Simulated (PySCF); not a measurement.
# Ba⁴⁰⁺: ionisation energy

Ba⁴⁰⁺ [Ne] 3s2 3p4 [3p1/2^2 3p3/2^2, M_J = 2] → Ba⁴¹⁺ [Ne] 3s2 3p3 [3p1/2^2 3p3/2^1, M_J = 3/2], as a difference of total energies. All numbers are calculated (PySCF 2.14, the two-component X2C-1e Hamiltonian, in an even-tempered Gaussian basis (19 s from 8.5 bohr⁻², ratio 2.4; 14 p from 11 bohr⁻², ratio 2.4; 4 d from 41 bohr⁻², ratio 2.6; 4 f from 62 bohr⁻², ratio 2.6)). Correlated levels: 1s2 frozen; the 56 highest virtual spinors dropped. "Screened" scales the spin-orbit matrix elements by Boettger's factors to mimic the two-electron term; Breit and QED terms are absent.

| method | ionisation energy (eV) |
| --- | --- |
| GHF (spin-free) | 3011.5 |
| GMP2 (spin-free) | 3012.8 |
| GHF (screened spin-orbit) | 2995.7 |
| GMP2 (screened spin-orbit) | 2996.0 |

Breit and QED terms and the two-electron picture change are absent.

The spin-free rows relax to the high-spin LS determinant and lack the spin-orbit shift.

The labels give the starting determinants; with spin-orbit coupling the two ends relaxed to ⟨J²⟩ = 6.00, ⟨L²⟩ = 3.15, ⟨S²⟩ = 1.44 and ⟨J²⟩ = 3.75, ⟨L²⟩ = 2.36, ⟨S²⟩ = 1.60.

For comparison: 2994 ± 4 eV (theoretical estimate listed by NIST; NIST Atomic Spectra Database, ionization energies).
